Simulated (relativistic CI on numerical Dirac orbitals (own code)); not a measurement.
Hyperfine structure of Yb31+, mass number 171

Computed by Dirac-Coulomb-Breit CI, separate exchange-only KLI orbitals for each configuration, model QED, unscaled Slater integrals (own radial code, finite nucleus).

CI space (outside the closed core [Ar] 3d10): 4s²4p⁶4d³, 4s²4p⁵4d⁴, 4s²4p⁶4d²4f, 4s4p⁶4d⁴, 4s4p⁶4d³4f, 4s²4p⁶4d²5s, 4s²4p⁶4d4f5s, 4s²4p⁶4d²5p, 4s²4p⁶4d²5d, 4s²4p⁵4d³5s, 4s²4p⁶4d4f², 4s²4p⁶4f³, 4s4p⁶4d4f³, 4s²4p⁶4f²5s, 4s²4p⁶4f²5p, 4s²4p⁶4d5s², 4s²4p⁶4f5s², 4s4p⁶4d4f5s², 4s²4p⁶5s²5p. Double excitations out of closed p, d and f shells are left out; levels of such configurations are missing from the list, as are those of other unlisted configurations, and high levels can miss mixing partners. These lack a partner that the ground configuration has and come out too high: 4s²4p⁶4d²5d, 4s²4p⁵4d³5s.

Nuclear spin I = 1/2, μ = 0.4923 μN (tables of Stone and Pyykkö). The electronic factors are computed for point nuclear moments, without core polarisation or the Bohr-Weisskopf and QED corrections.

| Level | E (cm⁻¹) | A (MHz) |
| --- | --- | --- |
| 4s²4p⁶4d³ ⁴F3/2 | 0.0 | 20570 |
| 4s²4p⁶4d³ ⁴F5/2 | 83854.9 | 11790 |
| 4s²4p⁶4d³ ⁴P1/2 | 117316.4 | -8259 |
| 4s²4p⁶4d³ ⁴P5/2 | 173239.4 | 6604 |
| 4s²4p⁶4d³ ⁴F7/2 | 197070.3 | 10150 |
| 4s²4p⁶4d³ ⁴F9/2 | 209405.5 | 10090 |
| 4s²4p⁶4d³ ²P1/2 | 228600.0 | -3043 |
| 4s²4p⁶4d³ ²D5/2 | 239930.8 | 5415 |

Levels with J = 0, under 50 % of one LS term, or S terms without an open s electron are left out. Small factors come from cancelling terms and can be off by tens of per cent or more.

At this charge energies of transitions that change n are usually good to better than 1 %, and those within a shell (Δn = 0) to a few per cent. Terms inside the open d or f shell come out 10 to 20 % too wide with unscaled integrals.

Give the hyperfine levels of 4s²4p⁶4d³ ⁴F3/2 relative to its centre of gravity.

With K = F(F + 1) − I(I + 1) − J(J + 1), E = AK/2: F = 1: -25710, F = 2: 15430 MHz.

LS names give the leading component of a level, which can be under half, so a name can repeat, a term be missing and a line seem to break the LS rules.
